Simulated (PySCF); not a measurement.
## How methods differ on the ionisation energy of Ge(11+)

Ge(11+) [Ar] 3d3 (4F) → Ge(12+) [Ar] 3d2 (3F), as a difference of total energies. Calculation: PySCF 2.14, in an even-tempered Gaussian basis (19 s from 0.59 bohr⁻², ratio 2.5; 13 p from 0.76 bohr⁻², ratio 2.5; 9 d from 0.76 bohr⁻², ratio 2.5; 4 f from 3.4 bohr⁻², ratio 2.7; 4 g from 5 bohr⁻², ratio 2.7); the spin-free X2C one-electron Hamiltonian (Gaussian nucleus). The calculations carry no spin-orbit coupling.

```json
{"method": "UHF", "ionisation energy (eV)": "325.99"}
{"method": "r2SCAN0", "ionisation energy (eV)": "327.44"}
{"method": "M06", "ionisation energy (eV)": "327.44"}
```

The reference lies between the lowest fine-structure levels, while these numbers refer to the centres of the terms.

For comparison: 326 ± 2.5 eV (theoretical estimate listed by NIST; NIST Atomic Spectra Database, ionization energies).
